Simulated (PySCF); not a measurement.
**Two-component Hartree-Fock for Sn¹⁹⁺ (tin, charge +19)**

Start: [Ar] 3d10 4s2 4p1; 4p1/2 filled at m_j = +1/2. Calculated with PySCF 2.14 in an uncontracted even-tempered set (18 s from 1.2 bohr⁻², ratio 2.8; 13 p from 1.5 bohr⁻², ratio 2.8; 8 d from 2.7 bohr⁻², ratio 2.8; 4 f from 7.6 bohr⁻², ratio 3): generalised Hartree-Fock with the X2C-1e Hamiltonian and a Gaussian nucleus; one run each with spin-orbit coupling (SO) switched off, then screened by Boettger's factors.

```csv
spinor shell,electrons,"ε, spin-free (eV)","ε, screened SO (eV)",weight of nominal j (screened SO),"rms radius, screened SO (bohr)"
1s1/2,2,-29881.9,-29878.9,1.000,0.0333
2s1/2,2,-5048.5,-5047.2,1.000,0.136
2p1/2,2,-4579.6,-4740.1,1.000,0.117
2p3/2,4,-4579.6,-4505.7,1.000,0.122
3s1/2,2,-1411.6,-1410.9,1.000,0.357
3p1/2,2,-1253.5,-1284.8,1.000,0.350
3p3/2,4,-1253.5,-1238.4,1.000,0.361
3d3/2,4,-1015.4,-1020.6,1.000,0.333
3d5/2,6,-1015.4,-1011.0,1.000,0.336
4s1/2,2,-576.96,-576.68,0.999,0.784
4p1/2,1,-528.58,-536.40,1.000,0.804
```

| quantity | spin-free | screened SO |
| --- | --- | --- |
| E (hartree) | -6024.30078 | -6026.02642 |
| M_J | 1/2 | 1/2 |
| ⟨J²⟩ | 1.092 | 0.754 |
| ⟨L²⟩ | 2.011 | 2.020 |
| ⟨S²⟩ | 0.754 | 0.763 |

Each row is a mean over spinors that exchange with the open shell spreads, by up to 3.437 eV (3p1/2).

Breit and QED terms are absent; they matter most for the inner s and p1/2 levels.

Densities and radii are taken from the X2C orbitals without a picture-change correction, which distorts them close to the nucleus.

Without spin-orbit coupling the j labels of p, d and f shells carry no meaning; the spin-free column gives the mean over the occupied spinors of each nl shell, and its ⟨J²⟩ belongs to a mixture of degenerate components.
